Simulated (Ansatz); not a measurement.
Single points on the cluster MgAl₃⁻.

```yaml
crystal:
  periodic: [false, false, false]
  atoms:
    - {symbol: Al, position_ang: [-0.876810, -1.199446, 1.018023]}
    - {symbol: Al, position_ang: [-1.014947, 1.098041, -0.994019]}
    - {symbol: Al, position_ang: [0.797848, -0.830969, -1.005954]}
    - {symbol: Mg, position_ang: [1.093909, 0.932374, 0.981950]}
basis:
  gaussian: {orbitals: def2-TZVPD, initial_orbitals: start.molden}
total_charge: -1
magnetization: {spin_polarized: true, initial_magnetization: 2}
hamiltonian: {xc: r2scan, dispersion: d4}
scf: {omitted_lower_state_checks: [starts]}
output: {orbitals: {seedname: orbitals}}
```

The file start.molden holds the orbitals of an earlier run on this structure, at another level or in another basis.

```sh
$ ansatz run in.yaml --threads 4 --pin off --events-out ev --progress --plain --max-ram 3916MiB
```

Shortened log:

```
Functional definition: r2SCAN
1100 factors; their error is unknown
mean field evaluation 1: about -25232.1591 eV, gradient 5.1e0 eV
mean field evaluation 2: about -25232.2124 eV, gradient 1.2e-1 eV
mean field evaluation 4: about -25232.1595 eV, gradient 7.2e-1 eV
mean field evaluation 8: about -25232.2013 eV, gradient 1.6e-2 eV
mean field evaluation 16: about -25232.2013 eV, gradient 3.2e-5 eV
mean field -25232.20133948 eV, -927.2662962257 hartree, gradient 7.1e-6 eV, S^2 2.118954; 0 other end points of the search recorded, 0 dependent functions left out
reference -25232.20137776 eV, -927.2662976324 hartree; 27, 25 occupied and 137, 139 virtual orbitals, 1100 factors
Total energy: -25232.22841792 eV, -927.2672913398 hartree
Checks for a lower state left out: starts
```

It took 21 s on 4 threads of Arm Neoverse V1 on a shared host.

First input, but with `hamiltonian: {xc: pbe, dispersion: d4}` (abridged; 3.9 s):

```
Functional definition: PBE
mean field -25221.14703323 eV, -926.8600579636 hartree, gradient 6.4e-6 eV, S^2 2.021992
Total energy: -25221.30558251 eV, -926.8658845422 hartree
Checks for a lower state left out: starts
```

The first input with `gaussian: {orbitals: def2-TZVPD}`, `hamiltonian: {xc: pbe0, dispersion: d4}` (abridged; 14 s):

```
Functional definition: PBE0
mean field evaluation 16: about -25223.1096 eV, gradient 5.6e-2 eV
mean field evaluation 32: about -25223.1112 eV, gradient 2.3e-3 eV
mean field evaluation 64: about -25223.1112 eV, gradient 8.2e-6 eV
mean field -25223.11118710 eV, -926.9322392870 hartree, gradient 8.2e-6 eV, S^2 2.046767
Total energy: -25223.24584688 eV, -926.9371879428 hartree
Checks for a lower state left out: starts
```

Geometry: PBE0-D4/def2-TZVP, that of the neutral doublet.

At r2SCAN-D4/def2-TZVPD, PBE-D4/def2-TZVPD the highest occupied level of the charge -1 triplet lies above zero (up to 0.36 eV). Its loss leaves the charge 0 doublet, which lies 1.43 eV higher (vertical, at PBE-D4/def2-TZVPD), but this difference is unsure: the doublet is doubtful (at the level of its geometry, ⟨S²⟩ 1.17, where a pure state has 0.75). The structure comes from a short search, and lower isomers may exist.
